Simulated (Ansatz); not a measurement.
Program: Ansatz 0.2.0.

A structure relaxed at PBE0-D4/def2-TZVP, charge 0, multiplicity 1:

| atom | x (Å) | y (Å) | z (Å) |
| --- | --- | --- | --- |
| O1 | -0.705 | -0.442 | 1.985 |
| C2 | -0.206 | -0.397 | 0.732 |
| S3 | 0.358 | -1.980 | 0.220 |
| C4 | -0.138 | 0.704 | -0.041 |
| Al5 | 0.551 | 0.840 | -1.821 |
| H6 | -1.002 | 0.446 | 2.219 |
| H7 | 0.017 | -2.594 | 1.364 |
| H8 | -0.531 | 1.606 | 0.434 |
| H9 | 1.132 | -0.440 | -2.558 |
| H10 | 0.525 | 2.257 | -2.534 |

**Question.** Give its formula and SMILES.

**Answer.** C2H5AlOS, `O/C(S)=[CH]/[AlH2]`.

**Question.** Point group (tolerance 0.08 Å, 0.16 Å for H)?

**Answer.** Cs.

**Question.** Summarise the bond lengths by kind.

**Answer.** 1 × C–O 1.349 Å; 1 × H–O 0.965 Å; 1 × C–S 1.757 Å; 1 × C–C 1.347 Å; 1 × H–S 1.342 Å; 1 × Al–C 1.914 Å; 1 × C–H 1.093 Å; 2 × Al–H 1.587 Å.
